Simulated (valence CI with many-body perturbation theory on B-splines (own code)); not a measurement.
The numbers below are computed, except where a source is named.
Energy levels of Pr53+

Method: valence CI with perturbative core correlation (CI+MBPT): four valence electrons over a frozen Dirac-Fock core [He], radial functions for each j: 11 s, 11 p, 9 d, 7 f, 5 g, 2 h, 1 i, with the one-electron correlation potential Σ1 (screened to all orders), the two-electron term Σ2, the three-electron term Σ3, Breit, model QED; selected single and double excitations, second order for the rest (own B-spline code, finite nucleus).

No measured spectrum was set against this ion. As an estimate, large intervals hold to a few tenths of a per cent, small ones and those within an open d or f shell to about a per cent. Among the levels kept, up to 270 cm⁻¹ of a level comes from second order outside the variational space, and about a tenth of that is noise between levels of different J, which matters for small intervals.

Levels 91 to 116 of 116, with energies above the lowest level, (2s^2 2p1/2^2) J=0. "Leading %" is the weight of the configuration and term that name the level; weights of strongly mixed levels are sums over their largest components and can fall short. In the jj column 3d3/2^4 stands for four electrons in 3d with j = 3/2.

```tsv
No.	Configuration	Term	J	E (× 10³ cm⁻¹)	Leading %	Second component	Leading jj	g
91	2s2p²3d	³F	3	57648	29	20 % 2s2p²3d ⁵P	2s 2p1/2 2p3/2 3d3/2 (86 %)	1.290
92	2s2p²3p	³P°	0	57660	81	19 % 2s2p²3p ¹S°	2s 2p1/2 2p3/2 3p3/2 (100 %)	
93	2s2p²3d	³D	2	57683	31	17 % 2s2p²3d ⁵P	2s 2p1/2 2p3/2 3d3/2 (91 %)	1.327
94	2s2p²3p	³D°	2	57700	22	18 % 2s2p²3p ¹D°	2s 2p1/2 2p3/2 3p3/2 (81 %)	1.183
95	2s2p²3d	⁵P	1	57707	28	24 % 2s2p²3d ³P	2s 2p1/2 2p3/2 3d3/2 (85 %)	1.752
96	2s2p²3p	³P°	1	57723	48	25 % 2s2p²3p ¹P°	2s 2p1/2 2p3/2 3p3/2 (98 %)	1.193
97	2s2p²3p	³P°	1	57744	20	18 % 2s2p²3p ³S°	2s 2p1/2 2p3/2 3p3/2 (70 %)	1.299
98	2s2p²3d	³F	2	57752	31	20 % 2s2p²3d ⁵D	2s 2p1/2 2p3/2 3d5/2 (95 %)	1.253
99	2s2p²3d	³F	3	57823	47	18 % 2s2p²3d ⁵P	2s 2p1/2 2p3/2 3d5/2 (84 %)	1.258
100	2s2p²3d	³D	1	57861	30	16 % 2s2p²3d ³P	2s 2p1/2 2p3/2 3d5/2 (85 %)	1.041
101	2s2p²3d	³G	5	57878	58	42 % 2s2p²3d ⁵F	2s 2p1/2 2p3/2 3d5/2 (99 %)	1.266
102	2s2p²3d	³F	2	57961	53	36 % 2s2p²3d ³P	2s 2p1/2 2p3/2 3d3/2 (58 %)	1.024
103	2p³3p	³D	2	57983	18	16 % 2p³3p ³F	2p1/2^2 2p3/2 3p1/2 (77 %)	1.189
104	2p³3p	³P	1	58012	17	16 % 2p³3p ⁵P	2p1/2^2 2p3/2 3p1/2 (75 %)	1.509
105	2s2p²3d	¹F	3	58022	40	21 % 2s2p²3d ³G	2s 2p1/2 2p3/2 3d3/2 (53 %)	1.047
106	2s2p²3d	³D	3	58057	44	30 % 2s2p²3d ³G	2s 2p1/2 2p3/2 3d5/2 (51 %)	1.102
107	2s2p²3d	³F	4	58085	56	26 % 2s2p²3d ¹G	2s 2p1/2 2p3/2 3d5/2 (92 %)	1.196
108	2s2p²3d	³D	1	58098	62	11 % 2s2p²3d ³P	2s 2p1/2 2p3/2 3d3/2 (88 %)	0.698
109	2s2p²3d	³D	1	58124	63	8 % 2s2p²3d ¹P	2s 2p1/2 2p3/2 3d5/2 (66 %)	0.834
110	2s2p²3d	¹D	2	58154	32	25 % 2s2p²3d ³D	2s 2p1/2 2p3/2 3d5/2 (57 %)	1.021
111	2s2p²3d	³P	0	58186	89	9 % 2s2p²3d ¹S	2s 2p1/2 2p3/2 3d5/2 (77 %)	
112	2s2p²3d	¹D	2	58241	34	17 % 2s2p²3d ³F	2s 2p1/2 2p3/2 3d3/2 (83 %)	1.007
113	2s2p²3d	¹P	1	58271	54	25 % 2s2p²3d ³P	2s 2p1/2 2p3/2 3d3/2 (67 %)	1.036
114	2s2p²3d	¹S	0	58288	52	46 % 2s2p²3d ³P	2s 2p1/2 2p3/2 3d3/2 (78 %)	
115	2s2p²3d	³D	3	58385	41	27 % 2s2p²3d ³F	2s 2p1/2 2p3/2 3d5/2 (97 %)	1.227
116	2s2p²3d	³F	4	58421	43	32 % 2s2p²3d ³G	2s 2p1/2 2p3/2 3d5/2 (100 %)	1.114
```
